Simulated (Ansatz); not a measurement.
C2H2AlF5O, SMILES `[F][Al]([F])[O]CC(F)(F)F`, relaxed with RKS PBE0-D4/def2-TZVP in the Gaussian-basis code of Ansatz from a PBE-D4/def2-SVP geometry. The force threshold is 0.005 eV/Å; the program also tests the step.

The species carries charge 0 and has multiplicity 1.

Start:

```xyz
11

F     1.606    2.139   -1.269
Al    0.277    1.135   -1.312
F    -0.337    0.693   -2.800
O    -0.770    1.099    0.091
C    -0.919   -0.120    0.736
C     0.406   -0.884    0.720
F     0.313   -2.199    0.837
F     0.972   -0.655   -0.622
F     1.334   -0.421    1.547
H    -1.203    0.007    1.806
H    -1.679   -0.793    0.267
```

**Question.** By how much does the energy fall, and how many steps does the optimiser take? (Estimate.)

**Answer.** Ansatz gave: 8.23 kJ/mol, in 11 steps, 2 of them rejected.

**Question.** Which bonds change most? (Estimate.)

**Answer.** Computed: C6–F8 from 1.474 to 1.431 Å; Al2–O4 from 1.751 to 1.720 Å; F1–Al2 from 1.666 to 1.637 Å; Al2–F3 from 1.669 to 1.641 Å.

**Question.** Give the relaxed structure. (Estimate.)

**Answer.** Ansatz gave: 
```xyz
11

F     1.555    2.150   -1.315
Al    0.270    1.137   -1.292
F    -0.339    0.612   -2.723
O    -0.734    1.105    0.105
C    -0.906   -0.114    0.729
C     0.406   -0.879    0.702
F     0.293   -2.185    0.771
F     1.000   -0.612   -0.573
F     1.301   -0.472    1.576
H    -1.189    0.007    1.780
H    -1.658   -0.749    0.240
```
